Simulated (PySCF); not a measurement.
**Frontier orbitals and the lowest excitations**

C5H10SSi.
Z-matrix (Å and degrees, GFN2-xTB geometry), rows numbered from 1:
```
C 
S   1  1.8211
Si  2  2.1509  1   99.97
C   3  1.8681  2  109.32  1   -61.81
C   4  1.3411  3  135.59  2   -15.14
C   5  1.4979  4   94.95  3  -179.08
C   4  1.5156  3  131.48  2   166.09
H   1  1.0849  2  106.89  3   177.93
H   1  1.0854  2  109.72  3    58.47
H   1  1.0859  2  109.55  3   -63.00
H   3  1.4645  2  107.46  1    57.33
H   3  1.4549  2  103.60  1   176.91
H   5  1.0761  4  133.71  3     0.42
H   6  1.0894  5  115.21  4   115.72
H   6  1.0897  5  115.41  4  -115.84
H   7  1.0883  4  114.70  3    63.18
H   7  1.0885  4  115.07  3   -64.85
```

Computed with TDDFT B3LYP/def2-SVPD, vertical, gas phase, core orbitals frozen in the response in PySCF 2.14.0, density-fitted response routines.

Frontier orbitals with the atoms that hold most of them (Löwdin shares over 4%, at most four atoms; ? is withheld):

```csv
orbital,ε (eV),atoms
LUMO+2,0.26,"S2 18%, Si3 17%, C1 10%, C7 8%"
LUMO+1,0.09,"S2 26%, Si3 20%, C1 9%, H11 7%"
LUMO,?,"C5 29%, C4 27%, Si3 14%, H13 5%"
HOMO,-6.43,?
HOMO-1,-7.21,?
HOMO-2,-7.94,"S2 46%, Si3 13%, C4 10%, C1 8%"
HOMO-3,-8.67,"Si3 18%, S2 18%, C4 16%, C6 12%"
```

**Question.** Which atoms hold the HOMO-1, and with what shares?

**Answer.** C4 (bonded to 2 C and Si) 33%; C5 (bonded to 2 C and H) 32%; C6 (bonded to 2 C and 2 H) 8%; C7 (bonded to 2 C and 2 H) 8%.

**Question.** Which atoms hold the HOMO, and with what shares?

**Answer.** S2 (bonded to C and Si) 70%; C1 (bonded to S and 3 H) 10%; Si3 (bonded to C, S and 2 H) 8%.

**Question.** What is the LUMO energy, and the HOMO–LUMO gap?

**Answer.** ε(LUMO) = -0.64 eV; the gap is 5.78 eV (0.2126 hartree).

**Question.** The HOMO–LUMO gap is 5.78 eV. Where does the response calculation put the lowest singlet, and from which orbitals?

**Answer.** S1 is at 4.90 eV (f = 0.0035), 0.88 eV below the gap, made of HOMO→LUMO (99%). Without the coupling terms of the response equations the lowest excitation would equal the gap.

**Question.** Give energy, strength and leading configuration of S1, S2 and S6, and follow the Löwdin shares of the leading atoms from the occupied to the empty orbital.

**Answer.** 
- S1 (4.90 eV, f 0.0035), HOMO→LUMO (99%): S2 70% → at most 5%, C1 10% → at most 5%, C5 at most 4% → 29%, C4 at most 4% → 27%
- S2 (5.49 eV, f 0.0077), HOMO→LUMO+1 (88%): S2 70% → 26%, C1 10% → 9%, Si3 8% → 20%
- S6 (6.24 eV, f 0.0063), HOMO-2→LUMO (83%): S2 46% → at most 5%, Si3 13% → 14%, C5 at most 8% → 29%, C4 10% → 27%

Löwdin shares depend on the basis, the more so with diffuse functions.

Time: 44 s (grids of density and orbitals included); peak memory 0.86 GiB. Hardware: Intel Xeon 6975P-C, one thread, shared host.

One conformer stands for the species.
